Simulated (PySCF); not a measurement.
## Two-component Hartree-Fock for Bi⁴⁺ (bismuth, charge +4)

Start: [Xe] 4f14 5d10 6s1; 6s1/2 filled at m_j = +1/2. Calculated with PySCF 2.14 in x2c-TZVPall-2c: generalised Hartree-Fock with the X2C-1e Hamiltonian and a Gaussian nucleus; one run each with spin-orbit coupling (SO) switched off, then screened by Boettger's factors.

```tsv
spinor shell	electrons	ε, spin-free (eV)	ε, screened SO (eV)	weight of nominal j (screened SO)	rms radius, screened SO (bohr)
1s1/2	2	-91093.5	-91051.8	1.000	0.0178
2s1/2	2	-16562.5	-16549.3	1.000	0.0718
2p1/2	2	-14195.9	-15877.6	1.000	0.0606
2p3/2	4	-14195.9	-13553.2	1.000	0.0691
3s1/2	2	-4103.6	-4099.2	1.000	0.183
3p1/2	2	-3417.3	-3796.6	1.000	0.175
3d3/2	4	-2714.0	-2778.9	1.000	0.168
3d5/2	6	-2714.0	-2667.5	1.000	0.172
4s1/2	2	-1013.6	-1012.3	1.000	0.401
4p1/2	2	-785.03	-879.63	1.000	0.404
4p3/2	4	-785.03	-747.80	1.000	0.438
4d3/2	4	-517.23	-531.84	1.000	0.446
4d5/2	6	-517.23	-506.56	1.000	0.457
4f5/2	6	-220.95	-223.47	1.000	0.479
5s1/2	2	-222.64	-222.44	1.000	0.890
4f7/2	8	-220.95	-218.04	1.000	0.480
5p1/2	2	-156.00	-174.29	1.000	0.951
5p3/2	4	-156.00	-148.88	1.000	1.04
5d3/2	4	-76.285	-78.308	0.996	1.26
5d5/2	6	-76.285	-74.900	0.998	1.30
6s1/2	1	-54.596	-54.615	1.000	2.10
```

**Question.** Where does 3p3/2 lie, and what is the 3p spin-orbit splitting (screened SO)?

**Answer.** At -3269.1 eV, 527.55 eV above 3p1/2.

```json
{"quantity": "E (hartree)", "spin-free": "-21510.52682", "screened SO": "-21551.68354"}
{"quantity": "M_J", "spin-free": "1/2", "screened SO": "1/2"}
{"quantity": "⟨J²⟩", "spin-free": "0.751", "screened SO": "0.751"}
{"quantity": "⟨L²⟩", "spin-free": "0.000", "screened SO": "0.206"}
{"quantity": "⟨S²⟩", "spin-free": "0.751", "screened SO": "0.957"}
```

Each row is a mean over spinors that exchange with the open shell spreads, by up to 0.580 eV (5s1/2).

Breit and QED terms are absent; they matter most for the inner s and p1/2 levels.

Densities and radii are taken from the X2C orbitals without a picture-change correction, which distorts them close to the nucleus.

Without spin-orbit coupling the j labels of p, d and f shells carry no meaning; the spin-free column gives the mean over the occupied spinors of each nl shell.
